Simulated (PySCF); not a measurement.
6-chloro-2-hydroxypyridine, C₅H₄ClNO.
Atom-mapped SMILES: `[OH:1][c:2]1[cH:3][cH:4][cH:5][c:6]([Cl:7])[n:8]1`

Geometry (GFN2-xTB, Å), atoms numbered from 1 in this order:
```
atom  x, y, z in Å
O1    -2.186   -1.103   -0.636
C2    -1.028   -0.526   -0.296
C3    -0.693    0.732   -0.802
C4     0.515    1.278   -0.417
C5     1.349    0.578    0.445
C6     0.910   -0.660    0.881
Cl7    1.876   -1.597    1.951
N8    -0.240   -1.201    0.527
H9    -2.239   -1.961   -0.191
H10   -1.372    1.236   -1.468
H11    0.813    2.248   -0.785
H12    2.298    0.973    0.767
```

Probes without a nucleus sit at each ring's centroid and 1 Å off its mean plane on both sides; NICS is minus the shielding there, NICSzz its component along the normal. Level: GIAO PBE0/pcSseg-1 (PySCF, non-relativistic, gas phase) on the GFN2-xTB geometry, one conformer.

Ring bond lengths (Å), with Mayer bond orders in brackets: C2–C3 1.396 (1.32), C3–C4 1.380 (1.46), C4–C5 1.389 (1.40), C5–C6 1.384 (1.32), C6–N8 1.319 (1.49), N8–C2 1.325 (1.42).

Question: What do the NICS probes read (ppm)?

Answer: 
| ring | type | NICS(0) | NICS(1), two faces | NICS(1)zz, two faces | rms pucker (Å) | centre to ring atoms, mean (Å) |
| --- | --- | --- | --- | --- | --- | --- |
| C2–C3–C4–C5–C6–N8 | 6-membered ring with N; formal bonds all aromatic | -8.2 | -9.9 / -9.9 | -23.5 / -23.5 | 0.00 | 1.37 |

Question: What do they say, and how far can they be read as aromaticity?

Answer: 
- C2–C3–C4–C5–C6–N8: mean NICS(1)zz -23.5 ppm, shielded. The ring is flat and has no four-coordinate atom; by the NICS criterion it is aromatic.

Question: And the bond-length index? HOMA = 1 − mean of α(R − Ropt)² over the ring bonds, with Krygowski's 1993 parameters (CC: Ropt 1.388 Å, α 257.7 Å⁻²; CN: Ropt 1.334 Å, α 93.52 Å⁻²).

Answer: 
- C2–C3–C4–C5–C6–N8: HOMA 0.99; the largest term is that of C6–N8, α(R − Ropt)² = 0.02. The geometric and the magnetic index point the same way.

Question: How shielded are the nuclei of the rings and their hydrogens (means over atoms taken as equivalent)?

Answer: 
| atoms | environment | σ isotropic (ppm) | principal values of the symmetric part, first atom (ppm) |
| --- | --- | --- | --- |
| C2 | aromatic carbon bearing oxygen | 18.5 | -63.9, 13.4, 105.9 |
| C3 | aromatic CH carbon | 77.5 | -6.1, 64.7, 173.9 |
| C4 | aromatic CH carbon | 39.6 | -72.1, 16.7, 174.3 |
| C5 | aromatic CH carbon | 65.7 | -30.3, 65.9, 161.5 |
| C6 | aromatic C–Cl carbon | 26.0 | -64.2, 46.3, 95.8 |
| N8 | pyridine-type nitrogen | -33.4 | -217.2, -90.8, 207.9 |
| H10 | aromatic hydrogen | 25.01 | 21.4, 25.9, 27.8 |
| H11 | aromatic hydrogen | 23.88 | 21.0, 24.1, 26.5 |
| H12 | aromatic hydrogen | 24.75 | 21.1, 24.3, 28.9 |

The run took 14 s wall on an x86-64 server with one thread, no GPU, on a shared host. This is the whole shielding run at PBE0/pcSseg-1, SCF included.
